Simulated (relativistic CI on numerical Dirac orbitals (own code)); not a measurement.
Hyperfine structure of Ag²⁷⁺, mass number 107

Calculated at this level of theory: Dirac-Coulomb-Breit CI, separate exchange-only KLI orbitals for each configuration, QED by a radiative potential, unscaled Slater integrals (own radial code, finite nucleus).

Configuration list (outside the closed core [Ne]): 3s²3p⁶3d², 3s²3p⁵3d³, 3s3p⁶3d³, 3s²3p⁶3d4s, 3s²3p⁶3d4p, 3s²3p⁶3d4d, 3s²3p⁶3d4f, 3s²3p⁵3d²4s, 3s²3p⁵3d²4p, 3s²3p⁵3d²4d, 3s²3p⁶4s², 3p⁶3d⁴, 3p⁵3d⁵. Double excitations out of closed p, d and f shells are left out; levels of such configurations are missing from the list, as are those of other unlisted configurations, and high levels can miss mixing partners. These lack a partner that the ground configuration has and come out too high: 3s²3p⁵3d²4s, 3s²3p⁵3d²4p, 3s²3p⁵3d²4d.

Nuclear spin I = 1/2, μ = -0.11352 μN (tables of Stone and Pyykkö). The electronic factors are computed for point nuclear moments, without core polarisation or the Bohr-Weisskopf and QED corrections.

| Level | E (cm⁻¹) | A (MHz) |
| --- | --- | --- |
| 3s²3p⁶3d² ³F2 | 0 | -4378 |
| 3s²3p⁶3d² ³F3 | 53368 | -2572 |
| 3s²3p⁶3d² ³F4 | 93215 | -2265 |
| 3s²3p⁶3d² ³P1 | 118561 | 40.07 |
| 3s²3p⁶3d² ¹G4 | 164807 | -2338 |
| 3s²3p⁶3d² ³P2 | 175738 | -1774 |
| 3s²3p⁵3d³ ⁵D°1 | 1150981 | -6972 |
| 3s²3p⁵3d³ ⁵F°3 | 1166660 | -4145 |

Levels with J = 0, under 50 % of one LS term, or S terms without an open s electron are left out. Small factors come from cancelling terms and can be off by tens of per cent or more.

At this charge energies of transitions that change n are usually good to better than 1 %, and those within a shell (Δn = 0) to a few per cent. Terms inside the open d or f shell come out 10 to 20 % too wide with unscaled integrals.

Question: Give the hyperfine levels of 3s²3p⁶3d² ³F2 relative to its centre of gravity.

Answer: With K = F(F + 1) − I(I + 1) − J(J + 1), E = AK/2: F = 3/2: 6567, F = 5/2: -4378 MHz.

LS names give the leading component of a level, which can be under half, so a name can repeat, a term be missing and a line seem to break the LS rules.
